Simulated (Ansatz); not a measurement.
A structure relaxed at PBE0-D4/def2-TZVP, charge 0, multiplicity 1:

```json
{"atom": "C1", "x (Å)": "1.557", "y (Å)": "-0.931", "z (Å)": "0.811"}
{"atom": "C2", "x (Å)": "0.425", "y (Å)": "-0.581", "z (Å)": "0.186"}
{"atom": "Al3", "x (Å)": "-0.180", "y (Å)": "-1.811", "z (Å)": "-1.195"}
{"atom": "C4", "x (Å)": "-0.259", "y (Å)": "0.669", "z (Å)": "0.604"}
{"atom": "C5", "x (Å)": "-0.811", "y (Å)": "1.516", "z (Å)": "-0.507"}
{"atom": "N6", "x (Å)": "-0.345", "y (Å)": "0.943", "z (Å)": "1.842"}
{"atom": "H7", "x (Å)": "2.096", "y (Å)": "-1.841", "z (Å)": "0.557"}
{"atom": "H8", "x (Å)": "1.979", "y (Å)": "-0.316", "z (Å)": "1.603"}
{"atom": "H9", "x (Å)": "0.706", "y (Å)": "-3.106", "z (Å)": "-1.419"}
{"atom": "H10", "x (Å)": "-1.494", "y (Å)": "-1.547", "z (Å)": "-2.048"}
{"atom": "H11", "x (Å)": "-1.287", "y (Å)": "2.420", "z (Å)": "-0.124"}
{"atom": "H12", "x (Å)": "-0.013", "y (Å)": "1.805", "z (Å)": "-1.198"}
{"atom": "H13", "x (Å)": "-1.544", "y (Å)": "0.952", "z (Å)": "-1.091"}
{"atom": "H14", "x (Å)": "-0.831", "y (Å)": "1.829", "z (Å)": "1.979"}
```

Task: Give its formula and SMILES.

Result: C4H8AlN, `C=[C]([AlH2])C(C)=N`.

Task: Point group (tolerance 0.08 Å, 0.16 Å for H)?

Result: C1.

Task: Summarise the bond lengths by kind.

Result: 3 × C–C 1.340 to 1.502 Å; 5 × C–H 1.087 to 1.094 Å; 1 × Al–C 1.946 Å; 2 × Al–H 1.586 to 1.588 Å; 1 × C–N 1.271 Å; 1 × H–N 1.020 Å.

All numbers were calculated with Ansatz.
